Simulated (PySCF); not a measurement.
From computed data to an observable: entropy of an ideal gas

SiBr2, SMILES Br[Si]Br (connectivity only; charge and spin as stated), neutral, multiplicity 1.

The structure is a stationary point at B3LYP-D3(BJ)/def2-TZVP. The isomer is the one that the SMILES or the coordinates give; other isomers of the formula were not compared.

B3LYP-D3(BJ)/def2-TZVP (PySCF 2.14.0) gives the harmonic wavenumbers 120, 388, 391 cm⁻¹ and the rotational temperatures 0.5018, 0.0485, 0.0443 K. The molar mass is 187.89 g/mol, the symmetry number 2, the spin multiplicity 1.

Work out the entropy at 298.15 K and 1 atm in the rigid-rotor, harmonic-oscillator model.


Translation (Sackur–Tetrode at 1 atm): S = R[1.5 ln M + 2.5 ln T − 1.16487] = 174.0 J/(mol K).
Rotation: q = (√π/σ) T^1.5/√(θA θB θC) = 139000, S = R[ln q + 3/2] = 110.9 J/(mol K).
Vibration: with u = 1.4388 ν/T, each mode gives R[u/(e^u − 1) − ln(1 − e^−u)]:
```tsv
ν (cm⁻¹)	modes	u	S (J/(mol K))
120	1	0.58	12.97
388	1	1.87	4.22
391	1	1.89	4.17
```
These are all the modes. Sum 21.4 J/(mol K).
Spin: R ln 1 = 0.0 J/(mol K).
Total 306.3 J/(mol K); the program's own thermochemistry gives 306.3. Translation makes up 57 % and vibration 7 %. Anharmonicity, hindered rotation and orbital degeneracy are left out.
